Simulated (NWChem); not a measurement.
System: C2F3 cation

NWChem input:

```
start job
memory heap 200 mb stack 700 mb global 900 mb
charge 1
geometry units angstroms
  F     -0.210594     1.941662     0.000000
  C      0.440695     0.886379     0.000000
  C     -0.070705    -0.458453     0.000000
  F     -0.052499    -1.119789     1.084315
  F     -0.052499    -1.119789    -1.084315
end
basis spherical
  * library 3-21g
end
dft
  xc hfexch
  iterations 150
end
driver
  maxiter 120
end
task dft optimize
task dft freq
```

The level has its own optimisation; frequencies are unscaled. Brackets give each atom's bonded neighbours.

Q: Give the results of this calculation. (Hartree-Fock/3-21G.) Quantities: r C–F [C(CF)–F(C)] (Å); r C–C (Å); r C–F [C(CFF)–F(C)] (Å); highest harmonic frequency (cm⁻¹); lowest (cm⁻¹); zero-point energy (kcal/mol).

A: The r C–F [C(CF)–F(C)] (Å) is 1.239 and the r C–C (Å) is 1.295. The r C–F [C(CFF)–F(C)] (Å) is 1.301, the highest harmonic frequency (cm⁻¹) is 2229 and the lowest (cm⁻¹) is 90. The zero-point energy (kcal/mol) comes out as 11.6.
